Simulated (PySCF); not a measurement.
**What builds the third ionisation energy along the 4d series**

All values are computed (PySCF 2.14, energy differences of UHF-based or UKS calculations, no spin-orbit coupling). Each column adds one step, in eV (sums use unrounded values): valence MP2, valence CCSD, valence triples, then the next inner shell at CCSD(T) (Zr 4s 4p, Nb 4s 4p, Mo 4s 4p, Tc 4s 4p, Ru 4s 4p, Rh 4s 4p, Pd 4s 4p, Ag 4s 4p, Cd 4s 4p). References (NIST) marked * lie between the lowest fine-structure levels; the others compare directly ((s) semi-empirical, (t) theoretical).

```csv
element,UHF,+ MP2,+ CCSD,+ (T),+ inner shell,sum,reference
"Zr [Kr] 4d2 → [Kr] 4d1 (x2c-TZVPPall, spin-free X2C)",22.391,0.096,0.031,0.000,0.360,22.878,23.170 (s) *
"Nb [Kr] 4d3 → [Kr] 4d2 (x2c-TZVPPall, spin-free X2C)",24.234,0.307,0.064,0.002,0.355,24.962,25.04 (s) *
"Mo [Kr] 4d4 → [Kr] 4d3 (x2c-TZVPPall, spin-free X2C)",26.082,0.529,0.063,0.008,0.312,26.994,27.13 ± 0.12 (s) *
"Tc [Kr] 4d5 → [Kr] 4d4 (x2c-TZVPPall, spin-free X2C)",28.797,0.643,0.038,0.013,0.168,29.659,29.55 (s) *
"Ru [Kr] 4d6 → [Kr] 4d5 (x2c-TZVPPall, spin-free X2C)",26.542,1.235,-0.001,0.041,0.094,27.911,28.47 (s) *
"Rh [Kr] 4d7 → [Kr] 4d6 (x2c-TZVPPall, spin-free X2C)",29.354,1.319,-0.060,0.047,-0.021,30.638,31.06 (s) *
"Pd [Kr] 4d8 → [Kr] 4d7 (x2c-TZVPPall, spin-free X2C)",31.133,1.601,-0.153,0.060,-0.032,32.608,32.93 (s) *
"Ag [Kr] 4d9 → [Kr] 4d8 (x2c-TZVPPall, spin-free X2C)",32.957,1.864,-0.252,0.071,-0.056,34.584,34.8 ± 0.3 (s) *
"Cd [Kr] 4d10 → [Kr] 4d9 (x2c-TZVPPall, spin-free X2C)",35.883,1.931,-0.323,0.069,-0.173,37.388,37.468 ± 0.006 *
```

What remains against the references is mostly basis incompleteness and, for starred values, spin-orbit coupling.

These are valence bases, so the inner-shell step is incomplete.
